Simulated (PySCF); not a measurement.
**Dipole polarisabilities along group 13**

Calculated with PySCF 2.14 for the ground configurations, without spin-orbit coupling: coupled response for Hartree-Fock and DFT. Mean α in bohr³, C₆ of like pairs in atomic units.

| species | α UHF | α PBE | α PBE0 | α recommended (Schwerdtfeger and Nagle) | C₆ UHF | C₆ PBE | C₆ PBE0 |
| --- | --- | --- | --- | --- | --- | --- | --- |
| B [He] 2s2 2p1 (aug-cc-pV5Z, non-relativistic) | 22.20 | 23.83 | 22.63 | 20.5 ± 0.1 | 106.1 | 116.9 | 110.1 |
| Ga [Ar] 3d10 4s2 4p1 (aug-cc-pV5Z-PP with ECP10MDF, ECP) | 57.37 | 64.47 | 59.62 | 50 ± 3 | 501.9 | 541.2 | 503.7 |
| In [Kr] 4d10 5s2 5p1 (aug-cc-pV5Z-PP with ECP28MDF, ECP) | 74.48 | 80.25 | 74.96 | 65 ± 4 | 802.0 | 818.3 | 772.3 |
| Tl [Xe] 4f14 5d10 6s2 6p1 (aug-cc-pV5Z-PP with ECP60MDF, ECP) | n/a | n/a | 78.83 | 50 ± 2 | n/a | n/a | 823.2 |

Q: Fill in the row of Al [Ne] 3s2 3p1 (aug-cc-pV(5+d)Z, non-relativistic).

A: α UHF 61.23; α PBE 65.72; α PBE0 62.43; α recommended (Schwerdtfeger and Nagle) 57.8 ± 1; C₆ UHF 554.1; C₆ PBE 583.2; C₆ PBE0 554.2.

Hartree-Fock lacks correlation. PBE lies above the recommended values here, as self-interaction makes its density too diffuse. All values carry a basis error, and heavy open shells lack spin-orbit coupling.
